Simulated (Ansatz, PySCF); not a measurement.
Species: sum formula NHTeI (charge 0, doublet). It need not be the lowest isomer of its formula. SMILES: [NH][Te]I
Coordinates optimised at B3LYP-D3(BJ)/def2-TZVP (Ansatz, a quantum-chemistry and plane-wave program):
```xyz
4

Te    -0.0361    -0.9842     0.7850
I      0.1966     1.3020    -0.7154
N     -1.0327    -2.2732    -0.2479
H     -1.3105    -1.9154    -1.1648
```
Charge 0, spin multiplicity 2.

Quantity: atomisation energy (electronic, to ground-state atoms), in kcal/mol. Correlated levels leave the core frozen unless marked. Open shells are spin-unrestricted. No spin-orbit coupling. Frozen are the shells of the preceding noble gas and the d and f shells that filled before the atom's block. In def2 rows, elements after Kr have scalar-relativistic effective core potentials. The coupled-cluster limit lacks core correlation, which all-electron functionals hold. CBS marks a two-point X^-3 extrapolation of the correlation energy; Hartree-Fock from the larger set. [CCSD(T)-MP2]/basis is that difference in the basis named.

```
level                                                                 program  atomisation energy (kcal/mol)
-------------------------------------------------------------  --------------  -----------------------------
SVWN5/def2-TZVPD                                                       Ansatz                            [?]
BP86-D3(BJ)/def2-TZVPD                                          PySCF + dftd3                            [?]
B3LYP-D3(BJ)/def2-TZVPD                                        Ansatz + dftd3                            [?]
r2SCANh/def2-TZVPD                                                     Ansatz                          192.4
r2SCAN0-D4/def2-TZVPD                                          Ansatz + dftd4                          185.0
PW6B95/def2-TZVPD                                                       PySCF                          196.6
SCS-MP2/def2-SVPD                                                      Ansatz                          157.4
SCS-MP2/def2-TZVPPD                                                    Ansatz                          176.6
CCSD/def2-SVP                                                          Ansatz                            [?]
RI-MP2/CBS(def2-TZVPPD,def2-QZVPPD)+[CCSD(T)-MP2]/def2-TZVPPD          Ansatz                          193.2
```

Problem. Complete the blanks.

Solution. 
- SVWN5/def2-TZVPD, atomisation energy (kcal/mol): 253.9
- BP86-D3(BJ)/def2-TZVPD, atomisation energy (kcal/mol): 221.6
- B3LYP-D3(BJ)/def2-TZVPD, atomisation energy (kcal/mol): 201.1
- CCSD/def2-SVP, atomisation energy (kcal/mol): 145.8
